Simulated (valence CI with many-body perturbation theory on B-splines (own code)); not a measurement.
Ba XXIII: electric-dipole lines

Method: valence CI with perturbative core correlation (CI+MBPT): six valence electrons over a frozen Dirac-Fock core [Ar] 3d10, a basis of 9 s, 9 p, 8 d, 6 f, 3 g, 1 h functions for each j, with the one-electron correlation potential Σ1 (screened to all orders), the two-electron term Σ2, the three-electron term Σ3, Breit, model QED; selected single and double excitations, second order for the rest, scaled by the run's own slope (own B-spline code, finite nucleus).

No measured spectrum was set against this ion. As an estimate, levels hold to about 250 cm⁻¹ or 0.2 % of their energy and the worst to 1 %, as in measured heavy ions of charge 2 to 7; those with d or f electrons hold less well. Among the levels kept, up to 940 cm⁻¹ of a level comes from second order outside the variational space, and about a tenth of that is noise between levels of different J, which matters for small intervals.

Lines 1 to 50 of 90 in falling wavelength, among levels below 131.26 eV, chosen from the strongest by gf and those to the six lowest levels. Wavelengths and rates use the calculated energies, so an error of 2000 cm⁻¹ moves a line at 334.0 Å by 0.67 % and its rate by three times that or more. Electric multipoles are in the length gauge, E1 and E2 with the static RPA response of the core. Weak lines are less certain than strong ones. Lines between different terms over intervals too small for the method are left out, as are lines whose strength nearly cancels. Where a level lies close to another of its J and parity, the split of strength between their lines is uncertain. The highest levels of a list are the least certain.

Levels are named by their leading jj configuration (3d3/2^4 stands for four electrons in 3d with j = 3/2), which in mixed levels can hold well under half, so a name can repeat and another be missing. Letters in brackets count levels of one name in rising energy.

```csv
λ vac (Å),Upper,Lower,A (s⁻¹),log gf,Branch %
334.0,(4s 4p1/2^2 4p3/2^3) J=1,(4s^2 4p3/2^4) J=0,9.14e+07,-2.34,0.3
245.5,(4s^2 4p1/2^2 4p3/2 4d3/2) J=1,(4s^2 4p3/2^4) J=0,1.38e+08,-2.43,0.5
236.0,(4s 4p1/2^2 4p3/2^3) J=2,(4s^2 4p1/2 4p3/2^3) J=2,2.26e+09,-1.03,11.2
223.1,(4s 4p1/2^2 4p3/2^3) J=2,(4s^2 4p1/2 4p3/2^3) J=1,3.51e+09,-0.88,17.5
221.4,(4s 4p1/2 4p3/2^4) J=1,(4s^2 4p3/2^4) J=0,2.78e+09,-1.21,6.3
212.8,(4s 4p1/2^2 4p3/2^3) J=1,(4s^2 4p1/2 4p3/2^3) J=2,4.08e+09,-1.08,11.3
202.2,(4s 4p1/2^2 4p3/2^3) J=1,(4s^2 4p1/2 4p3/2^3) J=1,2.60e+09,-1.32,7.2
199.8,(4s^2 4p1/2^2 4p3/2 4d5/2) J=1,(4s^2 4p3/2^4) J=0,3.26e+07,-3.23,0.1
188.8,(4s^2 4p1/2 4p3/2^2 4d3/2) J=1 [a],(4s^2 4p3/2^4) J=0,3.33e+08,-2.27,0.7
180.7,(4s^2 4p1/2^2 4p3/2 4d3/2) J=2,(4s^2 4p1/2 4p3/2^3) J=2,6.22e+06,-3.82,0.2
177.6,(4s^2 4p1/2^2 4p3/2 4d3/2) J=3,(4s^2 4p1/2 4p3/2^3) J=2,2.88e+07,-3.02,2.6
173.1,(4s^2 4p1/2^2 4p3/2 4d3/2) J=1,(4s^2 4p1/2 4p3/2^3) J=2,3.49e+07,-3.33,0.1
173.0,(4s^2 4p1/2^2 4p3/2 4d3/2) J=2,(4s^2 4p1/2 4p3/2^3) J=1,2.65e+07,-3.23,0.9
171.9,(4s^2 4p1/2^2 4p3/2 4d3/2) J=0,(4s^2 4p1/2 4p3/2^3) J=1,1.93e+09,-2.07,100.0
167.1,(4s 4p1/2^2 4p3/2^3) J=2,(4s^2 4p1/2^2 4p3/2^2) J=2,1.43e+10,-0.52,71.3
166.1,(4s 4p1/2^2 4p3/2^3) J=1,(4s^2 4p1/2^2 4p3/2^2) J=0,5.97e+09,-1.13,16.6
166.0,(4s^2 4p1/2^2 4p3/2 4d3/2) J=1,(4s^2 4p1/2 4p3/2^3) J=1,1.60e+09,-1.70,5.2
165.4,(4s^2 4p1/2 4p3/2^2 4d5/2) J=1 [a],(4s^2 4p3/2^4) J=0,1.41e+09,-1.76,0.8
164.8,(4s 4p1/2 4p3/2^4) J=0,(4s^2 4p1/2 4p3/2^3) J=1,2.38e+10,-1.01,100.0
163.4,(4s^2 4p1/2^2 4p3/2 4d5/2) J=2,(4s^2 4p1/2 4p3/2^3) J=2,7.24e+08,-1.84,1.8
160.7,(4s 4p1/2 4p3/2^4) J=1,(4s^2 4p1/2 4p3/2^3) J=2,3.14e+10,-0.44,71.1
157.1,(4s^2 4p1/2^2 4p3/2 4d5/2) J=2,(4s^2 4p1/2 4p3/2^3) J=1,9.18e+08,-1.77,2.3
155.1,(4s 4p1/2^2 4p3/2^3) J=1,(4s^2 4p1/2^2 4p3/2^2) J=2,2.32e+10,-0.60,64.6
154.9,(4s^2 4p1/2^2 4p3/2 4d5/2) J=3,(4s^2 4p1/2 4p3/2^3) J=2,5.51e+07,-2.86,0.1
154.6,(4s 4p1/2 4p3/2^4) J=1,(4s^2 4p1/2 4p3/2^3) J=1,1.70e+09,-1.74,3.8
153.6,(4s^2 4p1/2 4p3/2^2 4d3/2) J=1 [b],(4s^2 4p3/2^4) J=0,1.39e+08,-2.83,0.0
149.0,(4s^2 4p1/2^2 4p3/2 4d5/2) J=1,(4s^2 4p1/2 4p3/2^3) J=2,6.16e+08,-2.21,1.7
148.7,(4s^2 4p1/2 4p3/2^2 4d5/2) J=1 [b],(4s^2 4p3/2^4) J=0,1.18e+09,-1.93,0.3
145.6,(4s^2 4p1/2 4p3/2^2 4d3/2) J=2 [a],(4s^2 4p1/2 4p3/2^3) J=2,1.05e+08,-2.78,2.5
143.7,(4s^2 4p1/2^2 4p3/2 4d5/2) J=1,(4s^2 4p1/2 4p3/2^3) J=1,2.12e+08,-2.71,0.6
142.8,(4s^2 4p1/2 4p3/2^2 4d3/2) J=1 [a],(4s^2 4p1/2 4p3/2^3) J=2,1.07e+10,-1.01,22.7
142.8,(4s^2 4p1/2 4p3/2^2 4d3/2) J=3 [a],(4s^2 4p1/2 4p3/2^3) J=2,2.79e+07,-3.22,0.7
141.9,(4s^2 4p1/2 4p3/2^2 4d3/2) J=1 [c],(4s^2 4p3/2^4) J=0,2.21e+09,-1.70,0.4
140.8,(4s^2 4p1/2^2 4p3/2 4d3/2) J=1,(4s^2 4p1/2^2 4p3/2^2) J=0,3.78e+09,-1.47,12.3
140.6,(4s^2 4p1/2 4p3/2^2 4d3/2) J=2 [a],(4s^2 4p1/2 4p3/2^3) J=1,1.12e+08,-2.78,2.6
139.8,(4s^2 4p1/2 4p3/2^2 4d3/2) J=0,(4s^2 4p1/2 4p3/2^3) J=1,3.93e+09,-1.94,100.0
139.6,(4s^2 4p1/2 4p3/2^2 4d5/2) J=3 [a],(4s^2 4p1/2 4p3/2^3) J=2,1.17e+08,-2.62,3.4
138.0,(4s^2 4p1/2 4p3/2^2 4d3/2) J=1 [a],(4s^2 4p1/2 4p3/2^3) J=1,2.02e+08,-2.76,0.4
137.3,(4s^2 4p1/2^2 4p3/2 4d3/2) J=2,(4s^2 4p1/2^2 4p3/2^2) J=2,2.96e+09,-1.38,98.9
135.5,(4s^2 4p1/2^2 4p3/2 4d3/2) J=3,(4s^2 4p1/2^2 4p3/2^2) J=2,1.09e+09,-1.68,97.4
132.9,(4s^2 4p1/2 4p3/2^2 4d3/2) J=2 [b],(4s^2 4p1/2 4p3/2^3) J=2,1.09e+08,-2.84,0.5
132.9,(4s^2 4p1/2^2 4p3/2 4d3/2) J=1,(4s^2 4p1/2^2 4p3/2^2) J=2,2.50e+10,-0.70,81.8
132.5,(4s 4p1/2 4p3/2^4) J=1,(4s^2 4p1/2^2 4p3/2^2) J=0,5.23e+08,-2.38,1.2
129.0,(4s^2 4p1/2 4p3/2^2 4d5/2) J=1 [a],(4s^2 4p1/2 4p3/2^3) J=2,2.39e+10,-0.75,13.5
128.7,(4s^2 4p1/2 4p3/2^2 4d3/2) J=2 [b],(4s^2 4p1/2 4p3/2^3) J=1,1.43e+09,-1.75,6.2
127.1,(4s^2 4p1/2^2 4p3/2 4d5/2) J=2,(4s^2 4p1/2^2 4p3/2^2) J=2,3.89e+10,-0.33,96.0
125.6,(4s^2 4p1/2 4p3/2^2 4d5/2) J=2 [a],(4s^2 4p1/2 4p3/2^3) J=2,1.74e+07,-3.69,0.0
125.5,(4s 4p1/2 4p3/2^4) J=1,(4s^2 4p1/2^2 4p3/2^2) J=2,7.75e+09,-1.26,17.5
125.0,(4s^2 4p1/2 4p3/2^2 4d5/2) J=1 [a],(4s^2 4p1/2 4p3/2^3) J=1,1.86e+10,-0.88,10.5
124.7,(4s^2 4p1/2 4p3/2^2 4d3/2) J=2 [c],(4s^2 4p1/2 4p3/2^3) J=2,2.29e+08,-2.57,0.1
```

Question: How does gf follow from A for the line at 167.1 Å?

Answer: gf = 1.4992 × (2J+1)_upper × A / σ², with σ = 598426 cm⁻¹ and 2J+1 = 5: gf = 0.299.
